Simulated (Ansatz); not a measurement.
Task: Name a neutral molecule of C, Cl, F, S, Sn and H with HOMO–LUMO gap (PBE/def2-TZVPP) between 3.55 and 3.85 eV and HOMO energy (PBE/def2-TZVPP) between -6.45 and -6.15 eV (Ansatz, PBE0-D4/def2-TZVP geometry).

Result: `C[S][SnH]([F])[Cl]` (3.77 eV, -6.36 eV). Other molecules can fit too; these were computed, each in one conformer that needn't be the lowest.
